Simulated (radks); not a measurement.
The numbers below are computed, except where a source is named.
Problem. These are the eigenvalues of the occupied orbitals of an atom or ion with whole-number occupations (eV). Code: a radial shooting solver on a logarithmic mesh with Libxc functionals. Model: non-relativistic Kohn-Sham, PBE, spin-polarised, spherical densities, point nucleus.

| orbital | eigenvalue |
|---|---|
| 1s up | -56830.79 |
| 1s down | -56830.71 |
| 2s up | -9278.829 |
| 2s down | -9278.741 |
| 2p up | -8872.559 |
| 2p down | -8872.459 |
| 3s up | -2133.255 |
| 3s down | -2131.951 |
| 3p up | -1947.780 |
| 3p down | -1946.581 |
| 3d up | -1602.111 |
| 3d down | -1601.240 |
| 4s up | -467.1853 |
| 4s down | -465.1084 |
| 4p up | -391.6573 |
| 4p down | -389.5811 |
| 4d up | -255.1852 |
| 4d down | -253.1007 |
| 5s up | -109.8516 |
| 5s down | -108.1006 |
| 5p up | -87.8242 |
| 5p down | -86.2009 |
| 4f up | -81.5731 |
| 4f down | -79.4545 |

Which element is it, and in what charge state? The configuration may be excited. Open shells, if any, are filled with parallel spins first.

Solution. Z = 70, ytterbium, charge +5: Yb5+ in [Kr] 4d10 4f12 5s2 5p5. The list shows which subshells hold electrons but not how many an open one holds; the 1s level, -2088.5 hartree, gives Z - s = 64.6 by -(Z - s)^2/2, which with screening narrows Z to a few neighbours, and the depths of the outer levels then fix element, charge and occupations together.
